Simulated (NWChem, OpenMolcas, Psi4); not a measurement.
# How basis sets differ on C2H3F2Si (SMILES [H]/[C]=C\[SiH](F)F)

The species is C2H3F2Si (8 atoms), meant as a doublet with charge 0. As SMILES, `[H]/[C]=C\[SiH](F)F`. The shape is that of a PBE0-D4/def2-TZVP optimisation. This is one conformer, not always the lowest.

```jsonl
{"atom": "C", "x (Å)": "0.8552", "y (Å)": "0.4751", "z (Å)": "1.4944"}
{"atom": "C", "x (Å)": "0.9487", "y (Å)": "0.1198", "z (Å)": "0.2419"}
{"atom": "Si", "x (Å)": "-0.6024", "y (Å)": "-0.2407", "z (Å)": "-0.6919"}
{"atom": "F", "x (Å)": "-0.5720", "y (Å)": "-1.7230", "z (Å)": "-1.2603"}
{"atom": "F", "x (Å)": "-0.7199", "y (Å)": "0.7134", "z (Å)": "-1.9556"}
{"atom": "H", "x (Å)": "0.0637", "y (Å)": "0.6358", "z (Å)": "2.2151"}
{"atom": "H", "x (Å)": "1.9215", "y (Å)": "0.0369", "z (Å)": "-0.2459"}
{"atom": "H", "x (Å)": "-1.8026", "y (Å)": "-0.0742", "z (Å)": "0.1464"}
```

Quantity: the dipole moment, in D. The values are calculated.

| level | kind | program | value (D) | CPU time |
| --- | --- | --- | --- | --- |
| ROHF/ANO-R0 (sfX2C) | Hartree–Fock | OpenMolcas | 1.07 | 7.2 s |
| UHF/STO-3G | Hartree–Fock | NWChem | 1.33 | 5 s |
| UHF/3-21G | Hartree–Fock | OpenMolcas | 2.60 | 2.2 s |
| ROHF/ANO-RCC-VDZP (DKH2, RICD fitting) | Hartree–Fock | OpenMolcas | 2.56 | 6.7 s |
| UHF/cc-pVDZ | Hartree–Fock | OpenMolcas | 2.26 | 7.9 s |
| UHF/def2-SVP (density fitting) | Hartree–Fock | Psi4 | 2.15 | 3.2 s |

The values span 1.07 to 2.60 D. Spin contamination of the reference (⟨S²⟩ at least 0.1 too high) touches UHF/STO-3G, UHF/3-21G, UHF/cc-pVDZ, UHF/def2-SVP. Magnitudes only. Sets without polarisation functions give poor dipoles. Without the sets that lack polarisation functions the rows with a basis span only 2.15 to 2.56 D. CPU times are rough (shared hosts, several kinds of processor and program).
